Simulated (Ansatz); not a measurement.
A nudged elastic band was laid between two geometries of ClFH3NOSi + H2 (10 atoms, charge 0, multiplicity 1).

Theory: RKS PBE/cc-pVDZ in Ansatz.

* movable images: 9
* climbing image: yes
* spring: 5.0 eV/Å²
* optimiser: quadratic models (default)
* start path: through a guess of the saddle point
* force threshold: 0.05 eV/Å
* iteration limit: 60
* end points: relaxed

Image 0:

```xyz
10
Properties=species:S:1:pos:R:3
Si -0.194 -0.206 -0.471
F -0.524 0.778 0.832
N 1.418 -0.170 -1.070
H 2.158 -0.422 -0.405
H 1.686 0.667 -1.596
Cl -1.456 0.486 -1.975
O -0.509 -1.780 0.007
H -1.295 -1.849 0.583
H 1.787 1.994 2.627
H 1.195 1.731 2.209
```

Image 10:

```xyz
10
Properties=species:S:1:pos:R:3
Si 0.462 0.286 -0.302
F -0.973 0.386 2.521
N 1.913 -0.110 -1.164
H 2.122 -1.115 -1.177
H 2.007 0.276 -2.109
Cl -0.909 1.263 -1.568
O -0.125 -1.122 0.396
H -0.620 -0.908 1.222
H 0.700 1.323 0.787
H -0.311 0.948 2.137
```

(1) What changes between the two ends?

(2) Give the energies along the band, and the barrier.

(3) What is the geometry of the highest image?

Answers

(1) Bonds broken: Si1–F2, H9–H10. Bonds formed: Si1–H9, F2–H10. ClFH3NOSi + H2 becomes ClH4NOSi + FH.

(2) The forces met the threshold. The highest image is number 7 of 0 to 10, 1.99 eV above the first end and 0.99 eV above the last; the last end lies 1.00 eV above the first. Neighbouring images differ by up to 1.3 eV, so the band resolves the path poorly. A vibrational analysis at the climbing image gives one clearly imaginary mode, 668i cm⁻¹: a first-order saddle point. The orbitals stay closed-shell, which can raise the energy where a bond breaks towards radicals; this wasn't checked here.

```
image  path coordinate (Å)  energy (eV)  Si1–F2 (Å)  H9–H10 (Å)  Si1–H9 (Å)
    0                 0.00         0.00        1.67        0.77        4.28
    1                 0.81         0.00        1.67        0.77        4.26
    2                 1.63         0.01        1.67        0.77        4.19
    3                 2.44         0.02        1.66        0.77        3.91
    4                 3.26         0.05        1.66        0.77        3.43
    5                 4.07         0.15        1.66        0.77        2.91
    6                 4.89         0.73        1.70        0.78        2.20
    7                 5.70         1.99        2.02        1.09        1.69
    8                 6.78         1.32        2.82        1.45        1.52
    9                 7.84         1.05        3.06        1.66        1.52
   10                 8.89         1.00        3.17        1.73        1.52
```

(3) 
```xyz
10
Properties=species:S:1:pos:R:3
Si 0.207 0.153 0.007
F -0.166 0.475 1.968
N 1.788 -0.126 -0.625
H 1.936 -0.976 -1.177
H 2.342 0.661 -0.967
Cl -1.415 1.027 -1.044
O -0.274 -1.460 0.181
H -1.214 -1.539 0.432
H 0.711 1.684 0.503
H 0.352 1.329 1.464
```

Time of the run: 6.6 min on 2 threads of Arm Neoverse V1, with other jobs on the host, peak memory 0.16 GiB.
